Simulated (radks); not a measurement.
Values are calculated unless marked as measured or tabulated.
All-electron atom: Cu22+ in [He] 2s2 2p3.

Code: a radial shooting solver on a logarithmic mesh with Libxc functionals. Model: scalar-relativistic Kohn-Sham, B86b exchange with PBE correlation, spin-polarised, spherical densities, finite nucleus; open shells are filled with parallel spins first; Fermi nuclear charge, rms radius 3.8823 fm.

Energy parts (hartree):
part                       energy
total                 -1258.55440
kinetic                1282.11252
electron-nucleus      -2658.07675
Hartree                 152.95468
exchange-correlation    -35.54486

Orbitals (lengths in bohr, moments of r in powers of bohr; <r^-3> diverges for s and p1/2; r(max) is where P^2 peaks):
| orbital | occ. | eigenvalue (hartree) | <1/r> | <r^-3> | r(max) | <r^2> |
|---|---|---|---|---|---|---|
| 1s up | 1 | -370.6789 | 29.20 | - | 0.03409 | 0.003635 |
| 1s down | 1 | -370.0286 | 29.24 | - | 0.03406 | 0.003622 |
| 2s up | 1 | -77.65762 | 6.737 | - | 0.1899 | 0.05778 |
| 2s down | 1 | -76.50257 | 6.679 | - | 0.1907 | 0.05855 |
| 2p up | 3 | -73.62235 | 6.599 | 813.2 | 0.1508 | 0.04448 |
| 2p down | 0 | -72.25146 | 6.558 | 803.8 | 0.1517 | 0.04526 |
| 3s up | 0 | -31.56961 | 2.796 | - | 0.5047 | 0.3189 |
| 3s down | 0 | -31.26896 | 2.776 | - | 0.5083 | 0.3234 |
| 3p up | 0 | -30.28994 | 2.739 | 211.8 | 0.4807 | 0.2974 |
| 3p down | 0 | -29.95820 | 2.721 | 209.8 | 0.4850 | 0.3026 |
| 3d up | 0 | -28.83552 | 2.656 | 34.81 | 0.3768 | 0.2249 |
| 3d down | 0 | -28.43361 | 2.617 | 33.30 | 0.3829 | 0.2311 |

The highest occupied level is 2p up at -2003.4 eV. Summed over all electrons, <r^2> = 0.2570 bohr^2, which gives a Langevin (diamagnetic) susceptibility term of -0.204 x 10^-6 cm^3/mol. The density falls to 0.001 e/bohr^3 at r = 0.73 bohr. The electron density at the nucleus is 2.245e+04 e/bohr^3 (large components only). Spin moment in Bohr magnetons: 3. For comparison, the ionisation energy in NIST's Atomic Spectra Database is 2044 eV (semi-empirical). In exact Kohn-Sham theory the highest level is minus the ionisation energy, but local and semilocal functionals leave it too shallow, through self-interaction and a potential that decays too fast; potentials with the right tail come closer.
